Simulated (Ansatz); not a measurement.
Consider the ligand exchange at the Si–C bond: `F[C@H](Cl)[Si@@H]1CO1` + HCl → `Cl[SiH]1CO1` + `FCCl`.

Calculated with Ansatz (gas phase, PBE0-D4/def2-TZVP geometries, no zero-point term in ΔE). CCSD(T)/CBS adds triple-zeta CCSD(T) − MP2 to the extrapolated MP2 energy (def2 sets, frozen cores). This one scheme is used for every species. DFT in def2-TZVPP. Each species was taken in one conformer, which may not be the lowest.

Task: Is it downhill or uphill in electronic energy at CCSD(T)/CBS, and by how much? (Best estimate.)

Result: Computed: Downhill: ΔE = -1.32 eV.

Task: What do these levels give: r2SCAN-D4, BHLYP-D4, ωB97X-V, B2PLYP, BLYP, r2SCAN, PBE0, r2SCAN0, CAM-B3LYP, CCSD/def2-SVP, MP2/def2-QZVPP, MP2/CBS(def2)? (Estimate.)

Result: Computed: r2SCAN-D4 -1.34, BHLYP-D4 -1.38, ωB97X-V -1.32, B2PLYP -1.37, BLYP -1.33, r2SCAN -1.35, PBE0 -1.35, r2SCAN0 -1.39, CAM-B3LYP -1.36, CCSD/def2-SVP -1.28, MP2/def2-QZVPP -1.37, MP2/CBS(def2) -1.38 eV.

Largest T1 diagnostic among the species: 0.013.

From PBE to PBE0 (25 % exact exchange), in def2-TZVPP and without D4, ΔE moves by −0.06 eV. The D4 term adds +0.07 eV with B3LYP and +0.04 eV with PBE0; it sums over pairs of atoms, weighted by their polarisabilities, and B3LYP, whose exchange is more repulsive, gets the larger term. In def2-TZVPP, CCSD(T) changes the Hartree–Fock value by +0.24 eV (the triples alone add +0.03 eV) and MP2 by +0.18 eV.

B3LYP here is the variant with VWN-RPA as its local correlation; programs differ in this.
